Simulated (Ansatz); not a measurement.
Ansatz (an electronic-structure program) input file for C4H5NO, SMILES C1=CN=COC1, CAM-B3LYP/def2-SVPD. Geometry optimised at B3LYP-D3(BJ)/def2-SVP. The geometry has at least one imaginary mode, so it is a saddle point at that level. The values are those of a single conformer.

Ansatz 0.2 input:
```yaml
crystal:
  periodic: [false, false, false]
  atoms:
    - {symbol: C, position_ang: [-1.03781242, 0.90030572, -0.00000000]}
    - {symbol: C, position_ang: [-1.33768191, -0.40591099, 0.00000000]}
    - {symbol: N, position_ang: [-0.35930992, -1.41741785, 0.00000000]}
    - {symbol: C, position_ang: [0.85159307, -1.02404415, 0.00000000]}
    - {symbol: O, position_ang: [1.31589297, 0.23670621, -0.00000000]}
    - {symbol: C, position_ang: [0.39547321, 1.34947110, -0.00000000]}
    - {symbol: H, position_ang: [-1.81493770, 1.66865692, -0.00000000]}
    - {symbol: H, position_ang: [-2.37334249, -0.75644484, 0.00000000]}
    - {symbol: H, position_ang: [1.68500267, -1.73744485, 0.00000000]}
    - {symbol: H, position_ang: [0.63093574, 1.96728900, -0.88698423]}
    - {symbol: H, position_ang: [0.63093574, 1.96728900, 0.88698423]}
basis:
  gaussian:
    orbitals: def2-SVPD
hamiltonian:
  xc: {name: CAM-B3LYP}
```

Output:

```
WARN ansatz: RAYON_NUM_THREADS=1 ignored (pool sized by the plan → 1); use --threads N
Functional definition: CAM-B3LYP
integrals: 0.10 GiB planned
1356 factors; their error is unknown
integrals: 0.13 GiB planned
517 factors; integrals over basis functions are off by at most 1.4e-5 eV
mean field: 1.00 GiB planned
mean field evaluation 1: about -7751.7708 eV, gradient 4.5e1 eV
mean field evaluation 2: about -7751.8283 eV, gradient 4.7e1 eV
mean field evaluation 4: about -7756.2494 eV, gradient 3.2e0 eV
mean field evaluation 8: about -7756.2723 eV, gradient 5.6e-2 eV
mean field evaluation 16: about -7756.2165 eV, gradient 2.2e-4 eV
mean field -7756.21646200 eV, -285.0356976263 hartree, gradient 5.4e-5 eV, S^2 0.000000; 0 other end points of the search recorded, 0 dependent functions left out
reference -7756.21658991 eV, -285.0357023268 hartree; 22, 22 occupied and 141, 141 virtual orbitals, 1356 factors
Total energy: -7756.21658991 eV, -285.0357023268 hartree
```

The run converged.
